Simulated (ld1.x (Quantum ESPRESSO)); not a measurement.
Transferability test, TM potential for aluminium

aluminium (Al), norm-conserving Troullier–Martins (Kleinman–Bylander form), made with ld1.x (Quantum ESPRESSO) 7.5 (PBEsol, scalar-relativistic). Core [Ne], reference 3s2 3p0 (charge +1). Waves: 3s (bound): rc 1.75 bohr; 3p (bound, empty): rc 2.30 bohr. Local part: all-electron potential smoothed inside 1.40 bohr (lloc = -1). Core correction: none.

Energies are relative to the spin-unpolarised reference configuration 3s2 3p0; without spin polarisation the order of configurations can differ from experiment. The frozen-core shift is the all-electron ΔE with the core orbitals held at their reference shape minus the fully relaxed ΔE.

```csv
valence configuration,charge,ΔE all-electron (eV),error AE − PS (meV),frozen-core shift (meV)
3s2 3p1,0,-5.736,+2.7,+0.7
3s1 3p0,+2,19.170,+24,+15
3s2 3p0.5,+0.5,-3.662,+1.1,+0.3
3s1 3p1,+1,5.791,+5.1,+1.9
3s2 3p1.3,-0.3,-6.304,+3.4,+0.8
3s1 3p2,0,-0.617,+1.5,+0.3
```

Q: What are ΔE and the potential's error for 3s0 3p3?

A: ΔE = 4.669 eV all-electron; the error (AE − PS) is +9.8 meV.

ld1.x printed “convergence not achieved” for 6 of the counted tests; their residual had stalled under 1e-8, short of the target of 1e-14.
